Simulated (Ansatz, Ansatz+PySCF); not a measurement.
```xyz
3

N     0.0000    0.0000   -1.2898
N     0.0000    0.0000   -0.0737
O     0.0000    0.0000    1.1931
```

Basis set: def2-SVP (spherical functions). Correlated methods keep 3 orbitals frozen. Charge 0, multiplicity 1.

Computed with Ansatz (development build ahead of 0.2.0); each method stands on the lowest determinant of its kind that the runs found. Restricted open shells among the atoms or ions are ROHF, correlated in semicanonical orbitals with singles.

Question: Give the atomization energy at this shape (free ground-state atoms in the same class of orbitals less the molecule, no zero-point energy) of singlet N₂O by UHF-CCSDT(Q), RHF-CCSD(T), RHF-CCSD, UHF-CCSD(T), UHF-CCSD, RHF-MP2, UHF-MP2, UHF.

Answer:

| method | atomization energy |
| --- | --- |
| UHF-CCSDT(Q) | 10.09 eV |
| RHF-CCSD(T) | 9.98 eV |
| RHF-CCSD | 9.21 eV |
| UHF-CCSD(T) | 9.87 eV |
| UHF-CCSD | 9.16 eV |
| RHF-MP2 | 11.14 eV |
| UHF-MP2 | 9.23 eV |
| UHF | 2.61 eV |

Caution: the shape is not the minimum. Caution for UHF-CCSDT(Q), UHF-CCSD(T), UHF-CCSD, UHF-MP2: a plain start can end on a higher determinant. Caution for UHF-CCSDT(Q), UHF-CCSD(T), UHF-CCSD, UHF-MP2, UHF: the unrestricted determinant is spin contaminated. Caution for RHF-CCSD(T), RHF-CCSD, RHF-MP2: an unrestricted determinant lies well below. Caution for UHF-CCSD(T), UHF-MP2: another reference gives a lower total. Caution for UHF-CCSD(T), UHF-CCSD: the program doubts this total.
